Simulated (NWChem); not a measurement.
CsCl; SMILES [Cl][Cs]

```xyz
2

Cs     0.0000     0.0000    -0.7078
Cl     0.0000     0.0000     2.2284
```
Atoms are numbered in this order, from 1.

Geometry: optimised at PBE0/def2-SVP. def2 effective core potentials on Cs; no spin-orbit coupling.

Task: List the 6 lowest vertical singlet excitations from Hartree-Fock/def2-SVPD with def2 effective core potentials on Cs, TDHF (NWChem).

Result: 
```
state  energy (eV)  oscillator strength  leading excitation (squared amplitude)
-----  -----------  -------------------  --------------------------------------
S1            5.79                0.025                    HOMO−1 → LUMO (0.41)
S2            5.79                0.025                      HOMO → LUMO (0.41)
S3            5.83                0.048                    HOMO−2 → LUMO (0.59)
S4            6.81                0.000                  HOMO−1 → LUMO+5 (0.20)
S5            6.81                0.000                  HOMO−1 → LUMO+4 (0.20)
S6            6.85                0.000                  HOMO−1 → LUMO+5 (0.24)
```
